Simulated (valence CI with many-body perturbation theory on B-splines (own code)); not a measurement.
## Level structure of Fe XI

Method: relativistic CI+MBPT: six valence electrons over a frozen Dirac-Fock core [Ne], radial functions for each j: 9 s, 9 p, 8 d, 6 f, 3 g, 1 h, with the one-electron correlation potential Σ1, the two-electron term Σ2, the three-electron term Σ3, Breit, model QED; selected CI, second order for the rest, scaled by the run's own slope (own B-spline code, finite nucleus).

No measured spectrum was set against this ion. As an estimate, levels of excited configurations hold to 0.05 to 0.15 % of their energy, terms of the ground configuration to about 0.5 %. Among the levels kept, up to 1500 cm⁻¹ of a level comes from second order outside the variational space, and about a tenth of that is noise between levels of different J, which matters for small intervals.

Levels 1 to 41 of 41, with energies above the lowest level, 3s2 3p4 3P_2. "Leading %" is the weight of the configuration and term that name the level; weights of strongly mixed levels are sums over their largest components and can fall short. In the jj column 3d3/2^4 stands for four electrons in 3d with j = 3/2. Lifetimes count E1, E2, E3, M1 and M2 decay at the calculated energies, and are blank where another channel may lead or the interval is too uncertain; long ones can be off by a factor of two.

```csv
No.,Configuration,Term,J,E (cm⁻¹),Leading %,Leading jj,Lifetime
1,3s2 3p4,3P,2,0,92,3s^2 3p1/2^2 3p3/2^2 (81 %),
2,3s2 3p4,3P,1,12658,96,3s^2 3p1/2 3p3/2^3 (96 %),22.8 ms
3,3s2 3p4,3P,0,14331,91,3s^2 3p1/2^2 3p3/2^2 (55 %),4.02 s
4,3s2 3p4,1D,2,37913,92,3s^2 3p1/2 3p3/2^3 (81 %),9.79 ms
5,3s2 3p4,1S,0,81156,89,3s^2 3p3/2^4 (54 %),1.00 ms
6,3s 3p5,3P°,2,283400,79,3s 3p1/2^2 3p3/2^3 (79 %),330 ps
7,3s 3p5,3P°,1,293010,78,3s 3p1/2 3p3/2^4 (45 %),310 ps
8,3s 3p5,3P°,0,299010,79,3s 3p1/2 3p3/2^4 (79 %),313 ps
9,3s 3p5,1P°,1,361880,56,3s 3p1/2^2 3p3/2^3 (31 %),118 ps
10,3s2 3p3 3d,5D°,0,387130,96,3s^2 3p1/2 3p3/2^2 3d3/2 (50 %),9.05 ns
11,3s2 3p3 3d,5D°,1,387330,96,3s^2 3p1/2 3p3/2^2 3d3/2 (50 %),9.58 ns
12,3s2 3p3 3d,5D°,2,387550,95,3s^2 3p1/2 3p3/2^2 3d3/2 (37 %),14.7 ns
13,3s2 3p3 3d,5D°,3,387880,94,3s^2 3p1/2 3p3/2^2 3d3/2 (24 %),38.7 ns
14,3s2 3p3 3d,5D°,4,388840,95,3s^2 3p1/2 3p3/2^2 3d5/2 (52 %),
15,3s2 3p3 3d,3D°,2,412710,75,3s^2 3p1/2^2 3p3/2 3d5/2 (41 %),16.7 ns
16,3s2 3p3 3d,3D°,3,415240,87,3s^2 3p1/2 3p3/2^2 3d5/2 (71 %),399 ns
17,3s2 3p3 3d,3D°,1,416890,96,3s^2 3p1/2 3p3/2^2 3d5/2 (47 %),25.3 ns
18,3s2 3p3 3d,3F°,2,422700,79,3s^2 3p1/2 3p3/2^2 3d3/2 (69 %),42.7 ns
19,3s2 3p3 3d,1S°,0,425160,94,3s^2 3p1/2 3p3/2^2 3d5/2 (52 %),16.2 ns
20,3s2 3p3 3d,3F°,3,425940,87,3s^2 3p1/2 3p3/2^2 3d3/2 (56 %),40.6 ns
21,3s2 3p3 3d,3F°,4,430410,92,3s^2 3p1/2 3p3/2^2 3d5/2 (66 %),
22,3s2 3p3 3d,3G°,3,448710,90,3s^2 3p1/2 3p3/2^2 3d3/2 (36 %),10.0 ns
23,3s2 3p3 3d,3G°,4,450340,88,3s^2 3p1/2 3p3/2^2 3d3/2 (33 %),
24,3s2 3p3 3d,3G°,5,452550,97,3s^2 3p1/2 3p3/2^2 3d5/2 (97 %),
25,3s2 3p3 3d,1G°,4,459490,88,3s^2 3p1/2 3p3/2^2 3d3/2 (50 %),
26,3s2 3p3 3d,1D°,2,466600,86,3s^2 3p1/2 3p3/2^2 3d3/2 (35 %),840 ps
27,3s2 3p3 3d,3D°,1,481810,94,3s^2 3p1/2^2 3p3/2 3d3/2 (39 %),590 ps
28,3s2 3p3 3d,3P°,0,482580,93,3s^2 3p1/2^2 3p3/2 3d3/2 (49 %),3.03 ns
29,3s2 3p3 3d,3P°,1,484990,91,3s^2 3p1/2^2 3p3/2 3d5/2 (31 %),313 ps
30,3s2 3p3 3d,3F°,3,485240,89,3s^2 3p1/2 3p3/2^2 3d5/2 (40 %),3.47 ns
31,3s2 3p3 3d,3F°,2,486380,74,3s^2 3p1/2 3p3/2^2 3d3/2 (51 %),9.14 ns
32,3s2 3p3 3d,3F°,4,486620,83,3s^2 3p3/2^3 3d5/2 (58 %),1.52 ms
33,3s2 3p3 3d,3D°,2,489640,73,3s^2 3p1/2 3p3/2^2 3d5/2 (31 %),518 ps
34,3s2 3p3 3d,3P°,2,494160,87,3s^2 3p3/2^3 3d5/2 (42 %),153 ps
35,3s2 3p3 3d,3D°,3,497600,89,3s^2 3p1/2 3p3/2^2 3d5/2 (41 %),1.98 ns
36,3s2 3p3 3d,1F°,3,525850,88,3s^2 3p3/2^3 3d5/2 (41 %),912 ps
37,3s2 3p3 3d,3S°,1,531520,47,3s^2 3p1/2 3p3/2^2 3d3/2 (75 %),9.65 ps
38,3s2 3p3 3d,3P°,2,531770,79,3s^2 3p1/2 3p3/2^2 3d5/2 (36 %),8.76 ps
39,3s2 3p3 3d,3S°,1,533980,42,3s^2 3p1/2 3p3/2^2 3d5/2 (65 %),10.0 ps
40,3s2 3p3 3d,3P°,1,541950,47,3s^2 3p1/2 3p3/2^2 3d5/2 (22 %),8.74 ps
41,3s2 3p3 3d,3P°,0,542260,77,3s^2 3p3/2^3 3d3/2 (39 %),8.04 ps
```

Names give the largest LS component (configuration and term), which can be under half, so a name can repeat, a term be missing and a line seem to break the LS rules; names also repeat where a configuration has a term twice.

Where two levels of one J and parity lie close, their mixing, g and order are uncertain.

The ionisation energy to 3s2 3p3 4S°_3/2 of the next ion comes out as 291.09 eV (NIST: 290.9 ± 0.4 eV (semi-empirical)). All 41 levels together are meant to be complete up to 546650 cm⁻¹.
